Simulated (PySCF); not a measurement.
Nb(O)(F)(Me)2 (C2H6FNbO), SMILES [CH3][Nb]([CH3])(=[O])[F], multiplicity 1.

Geometry: PBE0-D3(BJ)/def2-SVP. The multiplicity is an assumed one; other spin states were not compared. The def2 effective core potentials stand for the cores of Nb; spin–orbit coupling is left out.

Level of theory: PySCF with B3LYP/def2-TZVP.

Symmetry labels are those of the subgroup Cs that the program uses (full group Cs).

Computed valence orbital energies around the gap with their symmetry:
| orbital | symmetry | energy (eV) |
|---|---|---|
| HOMO−7 | A" | -11.47 |
| HOMO−6 | A' | -11.42 |
| HOMO−5 | A" | -11.14 |
| HOMO−4 | A' | -9.87 |
| HOMO−3 | A" | -9.84 |
| HOMO−2 | A' | -9.61 |
| HOMO−1 | A' | -8.45 |
| HOMO | A" | -8.29 |
| LUMO | A' | -2.34 |
| LUMO+1 | A" | -1.80 |
| LUMO+2 | A' | -0.48 |
| LUMO+3 | A" | -0.12 |
